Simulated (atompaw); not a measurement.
## u(r) = r·R(r): atom against pseudo-atom (carbon)

Columns: radius, all-electron u(r) and pseudo u(r) of the 2s shell (level -13.65 eV) of carbon in the configuration [He] 2s2 2p2; PBEsol, scalar-relativistic, PAW (atompaw) scheme, atompaw 4.2.0.5.

| r (bohr) | all-electron | pseudo |
| --- | --- | --- |
| 0.077 | -0.2966 | 0.0967 |
| 0.154 | -0.3470 | 0.1920 |
| 0.231 | -0.2719 | 0.2845 |
| 0.308 | -0.1386 | 0.3728 |
| 0.385 | 0.0150 | 0.4557 |
| 0.462 | 0.1679 | 0.5321 |
| 0.538 | 0.3074 | 0.6004 |
| 0.615 | 0.4318 | 0.6615 |
| 0.692 | 0.5375 | 0.7141 |
| 0.769 | 0.6241 | 0.7577 |
| 0.846 | 0.6924 | 0.7924 |
| 0.923 | 0.7438 | 0.8182 |
| 1.000 | 0.7802 | 0.8354 |
| 1.077 | 0.8035 | 0.8445 |
| 1.154 | 0.8156 | 0.8462 |
| 1.231 | 0.8182 | 0.8410 |
| 1.308 | 0.8130 | 0.8300 |
| 1.385 | 0.8015 | 0.8139 |
| 1.462 | 0.7848 | 0.7936 |
| 1.538 | 0.7643 | 0.7704 |
| 1.615 | 0.7406 | 0.7444 |
| 1.692 | 0.7145 | 0.7167 |
| 1.769 | 0.6869 | 0.6879 |
| 1.846 | 0.6582 | 0.6585 |
| 1.923 | 0.6289 | 0.6289 |
| 2.000 | 0.5994 | 0.5994 |

Task: How many radial nodes do the two functions have?

Result: The all-electron 2s function has n − l − 1 = 1; the pseudo-wave has 0, since the states of the same l below it are removed with the core.

Task: Where does each function peak?

Result: Outermost all-electron maximum near 1.23 bohr, pseudo maximum near 1.15 bohr (to the table’s step).

Task: Is the pseudo-wave norm-conserving?

Result: No, it belongs to a PAW set: the norm inside the radius is not constrained, and the difference is carried by the augmentation charge.
